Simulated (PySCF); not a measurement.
Al(All)(Cl)(F) (C₃H₅AlClF), SMILES C=C[CH2][Al]([F])[Cl].

Geometry optimised at PBE0-D3(BJ)/def2-SVP. The structure was generated by enumeration; whether it is a known compound was not checked. One conformer was computed; it need not be the lowest.

The numbers are results of IEF-PCM-B3LYP/def2-SVP (PySCF), not measurements.

The values are the electrostatic part of the solvation free energy, E(continuum) − E(gas) at the gas-phase geometry, in a cavity of scaled van der Waals radii (PySCF's table); cavitation and dispersion terms are not included. A continuum can't describe solvent molecules that bind to the metal. In vacuum the orbital gap is 5.91 eV. The dipole moment in vacuum is 2.76 D.

| solvent | ε | ΔG(elec) (kcal/mol) | dipole (D) | gap (eV) |
|---|---|---|---|---|
| water | 78.36 | -5.5 | 3.24 | 5.89 |
| N,N-dimethylformamide | 37.22 | -5.4 | 3.23 | 5.89 |
| chloroform | 4.71 | -4.0 | 3.12 | 5.89 |
